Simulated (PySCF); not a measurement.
Simulation results for BGeH₅NSi, BGeH₆NSi

Calculation on a computer-drawn molecule: the log of a Hartree-Fock and frozen-core CCSD(T) single point meant for a local Hartree-Fock minimum, with one planted fault or none, to be diagnosed. Offsets are logged minus clean, where the clean run is the same molecule without the fault. The reference is restricted for singlets and unrestricted otherwise, and also for a bond in bohr or an excited solution. Adding or removing an electron swaps singlet and doublet. The excited solution moves the top pair (singlet) or top alpha electron (doublet) to the lowest empty orbital. Highest occupied and lowest empty are orbital energies over both spins, largest force is the largest gradient component, triples share is (T) over the correlation energy, the T1 limit is 0.02 restricted and 0.045 unrestricted, electrons count all cores, a negative frequency is imaginary (commonest isotopes), and the dipole is about the centre of nuclear charge; on germanium a core potential holds 10 electrons, which the energies leave out, and 3d is frozen in MP2 and coupled-cluster steps. Program: PySCF 2.14.0.

Common to all runs: meant multiplicity 1; meant basis cc-pV(D+d)Z; meant basis and core potential on germanium cc-pVDZ-PP ECP10MDF; logged SCF converged yes; logged CC converged yes; logged SCF stable within its kind yes; possible faults no fault, one electron removed, one electron added, multiplicity raised by two, geometry at a saddle point, SCF held on an excited solution, minimal basis STO-3G, one bond length entered in bohr, all coordinates scaled.

(1) 
```xyz
9
formula=BGeH5NSi meant_charge=1 logged_electrons=62 logged_basis_functions=99 logged_spin_squared=0 logged_highest_occupied=-15.596 logged_lowest_empty=-5.7231 logged_largest_force=1.744e-05 logged_lowest_frequency=48.298 logged_T1_diagnostic=0.017928 logged_D1_diagnostic=0.049451 logged_triples_share=0.034887 logged_dipole_magnitude=2.3299 logged_energy_HF=-664.09263 logged_energy_CCSD(T)=-664.57145
N      1.3397    -0.1890     1.5649
B      0.6160    -0.3094     0.5898
Si    -0.6982    -0.3111    -0.9031
Ge    -2.0924     1.5427    -0.1179
H      1.9649    -0.1448     2.3317
H     -0.1820     0.1336    -2.2033
H     -1.6030    -1.4660    -0.9500
H     -1.8242     3.0048    -0.4418
H     -3.2697     1.3783     0.8316
```

Units: logged_highest_occupied, logged_lowest_empty in eV; logged_largest_force in hartree/bohr; logged_lowest_frequency in cm⁻¹; logged_dipole_magnitude in debye; logged_energy_HF, logged_energy_CCSD(T) in hartree.

Drawn bonds:
```tsv
atom	other atom	order
1	2	2
2	3	1
3	4	1
1	5	1
3	6	1
3	7	1
4	8	1
4	9	1
```

(2) 
```xyz
10
formula=BGeH6NSi meant_charge=0 logged_electrons=64 logged_basis_functions=104 logged_spin_squared=2.0218 logged_highest_occupied=-5.2424 logged_lowest_empty=-0.072033 logged_largest_force=0.22299 logged_T1_diagnostic=0.021718 logged_D1_diagnostic=0.10652 logged_triples_share=0.029543 logged_dipole_magnitude=4.2066 logged_energy_HF=-664.7736 logged_energy_CCSD(T)=-665.2447
N     -2.3328    -1.4249    -1.3368
B     -1.7449    -1.2772    -0.2680
Si    -0.7633    -1.0046     1.4596
Ge     0.8131     0.8035     1.2577
H     -2.8085    -1.5492    -2.1910
H     -1.7442    -0.6982     2.5265
H     -0.0504    -2.2549     1.8097
H      1.8416     0.4932     0.1653
H      1.5526     1.0065     2.5852
H      0.0879     2.1039     0.8961
```

Units: logged_highest_occupied, logged_lowest_empty in eV; logged_largest_force in hartree/bohr; logged_dipole_magnitude in debye; logged_energy_HF, logged_energy_CCSD(T) in hartree.

Drawn bonds:
```tsv
atom	other atom	order
1	2	2
2	3	1
3	4	1
1	5	1
3	6	1
3	7	1
4	8	1
4	9	1
4	10	1
```

To be estimated
1. BGeH₅NSi (entry 1): planted fault?
2. BGeH₆NSi (entry 2): planted fault?

Answers
1. no fault
2. multiplicity raised by two

Further results for BGeH₅NSi (entry 1):

- HF energy offset from clean run: 0 kcal/mol
- CCSD(T) energy offset from clean run: 0 kcal/mol

Further results for BGeH₆NSi (entry 2):

* HF energy offset from clean run: 111.4 kcal/mol
* CCSD(T) energy offset from clean run: 138.5 kcal/mol
